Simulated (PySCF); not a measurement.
**Steps of a relaxation of [BiH]2+**

[BiH]2+ (singlet). PySCF 2.14.0, RKS B3LYP, Bi def2-SVP with ECP60, H def2-SVP; non-relativistic Hamiltonian with scalar-relativistic core potentials where named; density fitting; no spin-orbit coupling. Origin of the start: template. Columns: position (Å) and force (eV/Å). Energies are counted from the last step; some of the 6 steps are shown. Forces carry noise of the integration grid, about 0.01 to 0.03 eV/Å.

Run from Python with OMP_NUM_THREADS=2. Where DIIS fails, smearing, a level shift and second-order steps follow.
It took 1.9 s on 2 threads of Arm Neoverse V1 (shared host), from the converged density of the start.

```xyz
2
step 0  E = 0.208 eV
Bi    0.0000    0.0000   -0.0098     0.00    0.00    1.68
H     0.0000    0.0000    2.0302     0.00    0.00   -1.68
```

```xyz
2
step 2  E = 0.012 eV
Bi    0.0000    0.0000    0.1196     0.00    0.00   -0.58
H     0.0000    0.0000    1.9008     0.00    0.00    0.58
```

```xyz
2
step 3  E = 0.000 eV
Bi    0.0000    0.0000    0.0937     0.00    0.00    0.09
H     0.0000    0.0000    1.9267     0.00    0.00   -0.09
```

Problem. Where does the relaxation end?

Solution. It converges at step 5 in C∞v:
```xyz
2
step 5  E = 0
Bi    0.0000    0.0000    0.0974
H     0.0000    0.0000    1.9230
```

Problem. How did the contacts change?

Solution. 
```tsv
contact	start (Å)	end (Å)
Bi1–H2 (H)	2.040	1.826
```
